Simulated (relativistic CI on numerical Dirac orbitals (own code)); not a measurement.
Radial Dirac CI calculation of I¹¹⁺: levels, rates and radial parameters.

Command:

```sh
python run_levels.py task.json out
```

Input:

```
atom I  Z=53  charge=11  electrons=42
nucleus A=127  rms_radius_fm=4.7500
hamiltonian dirac-coulomb  breit=on  qed=on  c_scale=1
orbitals kli  potential=per-configuration
slater_scale 1
correlation none
mixing on
configurations
  [Kr] 4d6
  [Ar] 3d10 4s2 4p5 4d7
  [Kr] 4d5 4f
  [Ar] 3d10 4s2 4p4 4d8
  [Kr] 4d5 5s
  [Kr] 4d4 4f2
  [Ar] 3d10 4s 4p6 4d7
  [Kr] 4d5 5p
  [Ar] 3d10 4s2 4p5 4d6 4f
  [Kr] 4d4 5s2
end
```

Hardware: one thread of Intel Xeon Platinum 8488C, on a shared host. Rates were computed among at most 200 levels.

Question: How large is the problem, and how long does it take?

Answer: 5035 determinants at the lowest M give 5035 levels; 83 SCF iterations in all; about 6.7 s of CPU and 0.22 GiB at the peak.
